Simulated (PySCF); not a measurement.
## Correlation energy of Cr⁺ (chromium, charge +1)

Starting occupation: [Ar] 3d4 4p1, 3d5/2 with m_j = -1/2, +1/2, +3/2, +5/2, 4p3/2 with m_j = +3/2. All numbers are calculated (PySCF 2.14, X2C-1e with screened-nucleus spin-orbit coupling, Gaussian nucleus, in x2c-SVPall-2c with one added diffuse shell each of s, d type (6s5p4d1f, 48 functions)). Frozen: [Ne]; 13 electrons correlated; the 6 highest virtual spinors left out.

MP2 pair energies summed by pair of shells (mhartree):

| pair | energy | share (%) |
| --- | --- | --- |
| 3d-3p | -74.03 | 37.0 |
| 3p-3p | -71.81 | 35.9 |
| 3d-3d | -23.20 | 11.6 |
| 3p-3s | -10.73 | 5.4 |
| 3p-4p | -7.17 | 3.6 |
| 3d-3s | -5.83 | 2.9 |
| 3d-4p | -4.59 | 2.3 |
| 3s-3s | -2.58 | 1.3 |
| 3s-4p | -0.19 | 0.1 |

Total MP2 correlation energy: -200.12 mhartree.

The GHF reference relaxed away from the jj start to a determinant that is no pure jj level (⟨S²⟩ = 8.75, ⟨J²⟩ = 35.76); the energies belong to that determinant.

This basis was not built for core-valence correlation, so the inner-shell part is incomplete.
